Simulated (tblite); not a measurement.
CH₅Cl₂Ga₂N.
Structure used (GFN2-xTB), in Å, numbered top down from 1:
```
atom  x, y, z in Å
C1     2.8010   -0.4174    0.0673
N2     1.5583   -0.2715   -0.0327
Ga3    0.2366    1.0220    0.0183
Cl4   -1.3033    0.0744    1.4304
Ga5   -2.5974   -0.5423   -0.3243
Cl6   -1.0968    0.3987   -1.7383
H7     3.2277   -1.4201   -0.0150
H8     3.5245    0.3874    0.2330
H9     0.1462    2.5611    0.1793
H10   -2.5865   -2.0812   -0.4847
H11   -3.9049    0.2917   -0.3194
```

Method: GFN2-xTB as coded in tblite; computed harmonic values from a numerical Hessian at the method's own geometry, unscaled. The method is semi-empirical: single wavenumbers can be off by several per cent or more. Modes of hydrogen on gallium can be 10 to 20 % off. One conformer, not necessarily the lowest.

Harmonic wavenumbers (cm⁻¹): 40.2, 62.1, 93.7, 110.6, 118.7, 189.8, 224.2, 246.4, 250.3, 280.4, 367.1, 386.0, 406.3, 449.1, 467.4, 526.3, 529.6, 674.2, 1007.8, 1136.6, 1443.3, 1656.0, 1701.3, 1717.5, 1719.5, 2858.2, 2912.5.

A = 1933, B = 720.7, C = 634.8 MHz; mass 238.831 u (most abundant isotopes); point group Cs, symmetry number 1.

Problem. What is the zero-point energy?

Solution. Half the sum of the wavenumbers: 10788 cm⁻¹ = 129.05 kJ/mol.

Problem. What is S at 400 K and 1 bar for an ideal gas of classical rigid rotors and harmonic oscillators?

Solution. Translation 183.26, rotation 130.34, vibration 186.01: S = 499.6 J/(mol K).

Problem. And Cp and H(400 K) − H(0)?

Solution. Cp = 175.36 J/(mol K), of which vibrations give 142.11 (their classical limit is 27 R = 224.5); H(400 K) − H(0) = 49.12 kJ/mol without the zero-point energy, 35.82 from vibrations.

Problem. Blend soft modes into free rotors: weight 1/[1 + (100 cm⁻¹/ν̃)⁴] for the oscillator and the rest for a rotor with moment μB/(μ + B), μ = h/(8π²ν), B = 10⁻⁴⁴ kg m². What vibrational entropy results?

Solution. 169.21 J/(mol K) in place of 186.01, which changes −T·S at 400 K by +6.72 kJ/mol.

Problem. How do the functions run with temperature in this model?

Solution. 
```json
{"T (K)": "100", "S (J/(mol K))": "313.9", "Cp (J/(mol K))": "91.3", "H − H(0) (kJ/mol)": "6.08", "G − H(0) (kJ/mol)": "-25.32", "ln q(vib)": "2.28"}
{"T (K)": "200", "S (J/(mol K))": "391.9", "Cp (J/(mol K))": "134.6", "H − H(0) (kJ/mol)": "17.58", "G − H(0) (kJ/mol)": "-60.80", "ln q(vib)": "5.62"}
{"T (K)": "300", "S (J/(mol K))": "451.5", "Cp (J/(mol K))": "159.0", "H − H(0) (kJ/mol)": "32.36", "G − H(0) (kJ/mol)": "-103.09", "ln q(vib)": "8.76"}
{"T (K)": "500", "S (J/(mol K))": "540.2", "Cp (J/(mol K))": "188.1", "H − H(0) (kJ/mol)": "67.32", "G − H(0) (kJ/mol)": "-202.76", "ln q(vib)": "14.16"}
{"T (K)": "800", "S (J/(mol K))": "634.7", "Cp (J/(mol K))": "214.0", "H − H(0) (kJ/mol)": "127.99", "G − H(0) (kJ/mol)": "-379.80", "ln q(vib)": "20.61"}
{"T (K)": "1000", "S (J/(mol K))": "683.7", "Cp (J/(mol K))": "224.7", "H − H(0) (kJ/mol)": "171.92", "G − H(0) (kJ/mol)": "-511.78", "ln q(vib)": "24.17"}
```

q(vib) and H(0) count from the zero-point level.

Problem. What must be added to the electronic energy to get the Gibbs energy at 400 K and 1 bar?

Solution. ZPE + [H(400 K) − H(0)] − T·S = 129.05 + 49.12 − 199.84 = -21.67 kJ/mol.

Problem. Which modes carry the vibrational entropy at 400 K?

Solution. 40.2 cm⁻¹: 24.40; 62.1 cm⁻¹: 20.79; 93.7 cm⁻¹: 17.40; 110.6 cm⁻¹: 16.03; 118.7 cm⁻¹: 15.45; 189.8 cm⁻¹: 11.65 J/(mol K); the other 21 give 80.29 together.

Hindered rotation and anharmonicity are outside this model. Other conformers, if any are populated, would add a mixing term that is left out.

Hardware: an Arm Neoverse N1 with one thread, shared host with 64 logical CPUs at a one-minute load of 58. Cost: 0.66 s of wall time. This covers the Hessian and the dipole derivatives.
